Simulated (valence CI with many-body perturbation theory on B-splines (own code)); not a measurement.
## Energy levels of Zn XXV

Level of theory: valence CI with perturbative core correlation (CI+MBPT): four valence electrons over a frozen Dirac-Fock core [He], a basis of 11 s, 11 p, 10 d, 8 f, 5 g, 2 h functions for each j, with the one-electron correlation potential Σ1, the two-electron term Σ2, the three-electron term Σ3, Breit, model QED; selected CI, second order for the rest, scaled by the run's own slope (own B-spline code, finite nucleus).

No measured spectrum was set against this ion. As an estimate, levels of excited configurations hold to 0.05 to 0.15 % of their energy, terms of the ground configuration to about 0.5 %. Among the levels kept, up to 1000 cm⁻¹ of a level comes from second order outside the variational space, and about a tenth of that is noise between levels of different J, which matters for small intervals.

Levels 1 to 45 of 199, with energies above the lowest level, 2s2 2p2 3P_0. "Leading %" is the weight of the configuration and term that name the level; weights of strongly mixed levels are sums over their largest components and can fall short. Lifetimes count E1, E2, E3, M1 and M2 decay at the calculated energies, and are blank where another channel may lead or the interval is too uncertain; long ones can be off by a factor of two.

```csv
No.,Configuration,Term,J,E (× 10³ cm⁻¹),Leading %,g,Second component,Lifetime
1,2s2 2p2,3P,0,0.00,85,,14 % 2s2 2p2 1S,
2,2s2 2p2,3P,1,157.62,99,1.496,,16.6 μs
3,2s2 2p2,3P,2,218.05,62,1.306,38 % 2s2 2p2 1D,534 μs
4,2s2 2p2,1D,2,429.15,62,1.184,37 % 2s2 2p2 3P,5.23 μs
5,2s2 2p2,1S,0,582.49,82,,15 % 2s2 2p2 3P,1.65 μs
6,2s 2p3,5S°,2,703.56,91,1.946,8 % 2s 2p3 3P°,3.26 ns
7,2s 2p3,3D°,1,1026.6,73,0.747,19 % 2s 2p3 3P°,42.0 ps
8,2s 2p3,3D°,2,1043.0,74,1.269,20 % 2s 2p3 3P°,73.9 ps
9,2s 2p3,3D°,3,1103.2,100,1.328,,100 ps
10,2s 2p3,3P°,0,1238.2,100,,,29.8 ps
11,2s 2p3,3P°,1,1258.5,70,1.324,21 % 2s 2p3 3D°,25.4 ps
12,2s 2p3,3P°,2,1295.0,53,1.338,24 % 2s 2p3 3D°,26.7 ps
13,2s 2p3,3S°,1,1428.9,66,1.697,23 % 2s 2p3 1P°,7.91 ps
14,2s 2p3,1D°,2,1515.7,79,1.095,18 % 2s 2p3 3P°,14.2 ps
15,2s 2p3,1P°,1,1697.1,71,1.214,23 % 2s 2p3 3S°,7.91 ps
16,2p4,3P,2,2109.2,83,1.418,15 % 2p4 1D,12.1 ps
17,2p4,3P,0,2245.2,73,,26 % 2p4 1S,9.88 ps
18,2p4,3P,1,2295.7,99,1.496,,9.56 ps
19,2p4,1D,2,2382.0,84,1.073,15 % 2p4 3P,13.4 ps
20,2p4,1S,0,2701.7,71,,26 % 2p4 3P,7.85 ps
21,2s2 2p 3s,3P°,0,10696,97,,,254 fs
22,2s2 2p 3s,3P°,1,10707,72,1.364,26 % 2s2 2p 3s 1P°,207 fs
23,2s2 2p 3p,3D,1,10910,68,0.678,26 % 2s2 2p 3p 1P,12.5 ps
24,2s2 2p 3s,3P°,2,10916,96,1.496,,228 fs
25,2s2 2p 3s,1P°,1,10943,71,1.126,25 % 2s2 2p 3s 3P°,159 fs
26,2s2 2p 3p,3P,1,11002,35,1.413,29 % 2s2 2p 3p 3S,3.31 ps
27,2s2 2p 3p,3P,0,11005,78,,16 % 2s2 2p 3p 1S,2.22 ps
28,2s2 2p 3p,3D,2,11010,73,1.178,14 % 2s2 2p 3p 1D,8.03 ps
29,2s2 2p 3p,3P,1,11163,47,1.237,30 % 2s2 2p 3p 1P,2.24 ps
30,2s2 2p 3p,3P,2,11188,49,1.304,23 % 2s2 2p 3p 3D,3.01 ps
31,2s2 2p 3p,3D,3,11194,96,1.331,,10.1 ps
32,2s2 2p 3p,3S,1,11199,57,1.728,22 % 2s2 2p 3p 1P,2.22 ps
33,2s2 2p 3d,3F°,2,11214,74,0.755,20 % 2s2 2p 3d 1D°,202 fs
34,2s 2p2 3s,5P,1,11232,80,2.342,6 % 2s2 2p 3p 3S,368 fs
35,2s2 2p 3d,3F°,3,11272,66,1.116,18 % 2s2 2p 3d 3D°,57.6 fs
36,2s2 2p 3d,3P°,2,11274,40,1.240,32 % 2s2 2p 3d 3D°,34.3 fs
37,2s2 2p 3p,1D,2,11278,61,1.181,30 % 2s2 2p 3p 3P,2.39 ps
38,2s2 2p 3d,3D°,1,11289,60,0.784,20 % 2s2 2p 3d 1P°,22.8 fs
39,2s 2p2 3s,3P,0,11316,65,,28 % 2s2 2p 3p 1S,288 fs
40,2s 2p2 3s,5P,2,11340,94,1.808,,329 fs
41,2s2 2p 3p,1S,0,11379,54,,22 % 2s 2p2 3s 3P,600 fs
42,2s 2p2 3s,5P,3,11422,87,1.622,11 % 2s 2p2 3s 3D,275 fs
43,2s 2p2 3s,3P,1,11441,86,1.531,6 % 2s2 2p 3p 3P,188 fs
44,2s2 2p 3d,3F°,4,11447,97,1.247,,491 ps
45,2s 2p2 3p,5D°,0,11449,83,,14 % 2s 2p2 3p 3P°,408 fs
```

Names give the largest LS component (configuration and term), which can be under half, so a name can repeat, a term be missing and a line seem to break the LS rules; names also repeat where a configuration has a term twice.

The ionisation energy to 2s2 2p 2P°_1/2 of the next ion comes out as 2361.5 eV (NIST: 2358 ± 1.6 eV (semi-empirical)). All 199 levels together are meant to be complete up to 13057 × 10³ cm⁻¹.
